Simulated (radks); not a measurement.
Problem. These are the eigenvalues of the occupied orbitals of an atom or ion with whole-number occupations (hartree). All-electron calculation, scalar-relativistic Kohn-Sham, SCAN, spin-polarised, spherical densities, finite nucleus; meta-GGA in the generalised Kohn-Sham scheme; Fermi nuclear charge, rms radius of each element as measured or else 0.836 A^(1/3) + 0.57 fm. Program: a radial shooting solver on a logarithmic mesh with Libxc functionals.

orbital  eigenvalue
1s        -2890.950
2s        -514.1622
2p        -446.3783
3s        -126.0296
3p        -106.1725
3d        -84.59436
4s        -32.19248
4p        -25.64525
4d        -17.66084
5s         -9.76993
4f         -8.80744
5p         -7.91198

Which element is it, and in what charge state? The configuration may be excited. Open shells, if any, are filled with parallel spins first.

Solution. Z = 78, platinum, charge +10: Pt10+ in [Xe] 4f14. The list shows which subshells hold electrons but not how many an open one holds; the 1s level, -2890.9 hartree, gives Z - s = 76.0 by -(Z - s)^2/2, which with screening and relativity narrows Z to a few neighbours, and the depths of the outer levels then fix element, charge and occupations together.
